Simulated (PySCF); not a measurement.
Assignment exercise: C4H5Br

Numbering as in the mapped SMILES `[Br:1][C@:2]12[CH2:3][C@H:4]1[CH2:5]2` (H(Xn): hydrogen on atom n). Ha(C5) is cis to C3 on the ring; Ha(C3) is cis to C5 on the ring; Hb(C5) is trans to C3 on the ring; Hb(C3) is trans to C5 on the ring.

No solvent model, no relativistic terms, one conformer, fast rotation and ring inversion assumed for equivalent nuclei. J: B3LYP/pcJ-1 (pcSseg-1 on Br) (without the spin–dipole term); shieldings: GIAO PBE0/pcSseg-1; geometry: PBE0-D3(BJ)/def2-SVP; PySCF 2.14.

δ = σ(ref) − σ, references computed at the same level: ¹³C (σ = 184.41 ppm) and ¹H (σ = 31.27 ppm) vs TMS.

(1) Assign these signals to the numbered atoms. ¹³C{¹H} NMR (computed): δ 39.4, 32.6, 8.9.

(2) Assign these signals to the numbered atoms. ¹H NMR (400 MHz, computed): δ 1.81 (t, J = 3.6 Hz, 1H), 1.65 (d, J = 3.6 Hz, 2H), 1.03 (s, 2H).

Results:

(1) 
39.4 → C3/C5, three-membered-ring carbon: aliphatic region, no heteroatom directly attached
32.6 → C2, three-membered-ring carbon
8.9 → C4, three-membered-ring carbon: carbons of three-membered rings are unusually shielded

(2) 
| δ (ppm) | atoms | environment | reason |
| --- | --- | --- | --- |
| 1.81 | H(C4) | hydrogen on a three-membered-ring carbon | – |
| 1.65 | Hb(C3)/Hb(C5) | hydrogen on a three-membered-ring carbon | – |
| 1.03 | Ha(C3)/Ha(C5) | hydrogen on a three-membered-ring carbon | cyclopropane-type protons are shielded by the ring |

The calculation has no spin–orbit term, so carbons bonded to Br come out too deshielded (the heavy-atom effect is absent). Splittings below 1 Hz are ignored in the labels, and close J values are merged. Unscaled 3J(H,H) at this level run about 10 % above measured values. Shifts are as computed. Against solution values, carbons near 30 ppm lie about +2 ppm off and those near 130 ppm about +5 ppm; carbons on Br a further +13 ppm. Of 1211 compounds with measured shifts, 218 miss one by over three times the rms of a fit or turn the order of signals round; such compounds aren't used in these exercises.
